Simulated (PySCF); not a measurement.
A structure optimised at PBE0-D3(BJ)/def2-SVP, used in a PySCF frequency run:

```
O
C 1 1.4034
H 2 1.1024 1 107.01
H 2 1.1058 3 108.07 1 120.99
H 2 1.1062 3 108.42 4 117.01
Te 1 2.0026 2 116.92 3 -179.64
S 6 2.3782 1 100.02 2 -68.06
C 7 1.8191 6 103.78 1 -79.86
H 8 1.0976 7 110.56 6 60.74
H 8 1.0980 9 110.23 7 123.47
H 8 1.1004 9 109.18 10 120.09
```

### Question
Write its SMILES and formula.

### Answer
CO[Te]SC, C2H6OSTe

### Question
What are its rotational constants (standard atomic weights)?

### Answer
2.8730, 1.5383, 1.1825 GHz
